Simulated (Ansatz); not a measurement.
`[NH2][Al]([OH])[F]`, relaxed with RKS PBE0-D4/def2-TZVP in Ansatz from a PBE-D4/def2-SVP geometry. The force threshold is 0.005 eV/Å; the program also tests the step.

The species carries charge 0 and has multiplicity 1.

Start:

```xyz
7

N     1.021    0.106   -0.689
Al   -0.151   -0.196    0.604
O    -1.837    0.074    0.511
F     0.421   -0.797    2.057
H     2.024   -0.058   -0.588
H     0.813    0.446   -1.629
H    -2.291    0.425   -0.267
```

| step | energy (eV) | largest force (eV/Å) | largest move (Å) |
| --- | --- | --- | --- |
| 1 | -12897.9230 | 0.602 | 0.000 |
| 2 | -12897.9547 | 0.361 | 0.023 |
| 3 | -12897.9627 | 0.063 | 0.018 |
| 4 | -12897.9628 | 0.035 | 0.004 |
| 5 | -12897.9630 | 0.020 | 0.006 |
| 6 | -12897.9630 | 0.020 | 0.004 |
| 7 | -12897.9630 | 0.003 | 0.005 |

End:

```xyz
7

N     1.008    0.101   -0.679
Al   -0.148   -0.196    0.608
O    -1.807    0.076    0.497
F     0.418   -0.782    2.036
H     1.996   -0.068   -0.592
H     0.789    0.456   -1.594
H    -2.255    0.414   -0.275
```

Run time 15 s (2 threads of a server CPU on a shared host); peak host memory 0.29 GiB.
